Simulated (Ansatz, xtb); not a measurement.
**Relative energy of two isomers of C6H8N2**

We compare I, `NNc1ccccc1`, a singlet, with II, `N#CCCCCC#N`, a singlet. Both are isolated molecules in the gas phase, relaxed with B3LYP-D3(BJ)/def2-SVP; each stands in its lowest conformer found.

Task: Estimate which is lower in electronic energy at CCSD(T)/def2-SVP + ΔMP2/def2-TZVPP, and by roughly how much.

Result: The CCSD(T)/def2-SVP + ΔMP2/def2-TZVPP calculation puts structure II lower, by 14.6 kcal/mol.

The same difference at several levels:

| level | geometry | E(II) − E(I) (kcal/mol) | departure from the last row (kcal/mol) | job, with rough time for the two |
| --- | --- | --- | --- | --- |
| GFN2-xTB | GFN2-xTB | +12.6 | +27.3 | optimisation, 0.19 s |
| HF/STO-3G | GFN2-xTB | −31.1 | −16.5 | single point, 0.44 s |
| r2SCAN-D4/def2-SVP | GFN2-xTB | +5.8 | +20.4 | single point, 4 s |
| B3LYP-D3(BJ)/def2-SVP | B3LYP-D3(BJ)/def2-SVP | +0.7 | +15.4 | optimisation, 37 s |
| HF/def2-SVP | B3LYP-D3(BJ)/def2-SVP | −15.9 | −1.2 | part of the CCSD(T) run |
| MP2/def2-SVP | B3LYP-D3(BJ)/def2-SVP | −17.6 | −3.0 | part of the CCSD(T) run |
| CCSD(T)/def2-SVP | B3LYP-D3(BJ)/def2-SVP | −18.1 | −3.5 | single point |
| CCSD(T)/def2-SVP + ΔMP2/def2-TZVPP | B3LYP-D3(BJ)/def2-SVP | −14.6 |  | single point, 1.8 min |

As drawn, II has 2 C≡N, 5 C–C, 3 C–H in place of 1 N–N, 1 C–N, 6 C∷C, 3 N–H (∷ is an aromatic bond). Structure I has a 6-membered ring (with an aromatic ring), II no ring.

GFN2-xTB, r2SCAN-D4/def2-SVP, B3LYP-D3(BJ)/def2-SVP put the two in the other order. The largest departure from CCSD(T)/def2-SVP + ΔMP2/def2-TZVPP is that of GFN2-xTB, 27.3 kcal/mol. The last row adds to CCSD(T) the change of the MP2 difference between the two basis sets, here +3.5 kcal/mol, a large step that makes the value less sure.

With thermal terms from frequencies at re-optimised GFN2-xTB minima (ideal gas, soft modes damped towards free rotors, one conformer each, 298.15 K, 1 atm): the zero-point term adds −0.7 kcal/mol; ΔH is −14.5 and ΔG −16.4 kcal/mol.

Tabulated enthalpies of formation at 298 K are 202.9 kJ/mol for I (CRC Handbook of Chemistry and Physics) and 149.5 kJ/mol for II (CRC Handbook of Chemistry and Physics), a difference of −12.8 kcal/mol. Calculated less tabulated ΔH, with the same thermal term: GFN2-xTB +25.6, HF/STO-3G −18.2, r2SCAN-D4/def2-SVP +18.7, B3LYP-D3(BJ)/def2-SVP +13.6, HF/def2-SVP −3.0, MP2/def2-SVP −4.7, CCSD(T)/def2-SVP −5.2, CCSD(T)/def2-SVP + ΔMP2/def2-TZVPP −1.7 kcal/mol. Handbook values carry no stated uncertainty.

The correlated steps freeze 8 core orbitals. Run with Ansatz 0.2.0, xtb 6.7.1; the last row on 4 threads of Arm Neoverse V1 on a shared host.
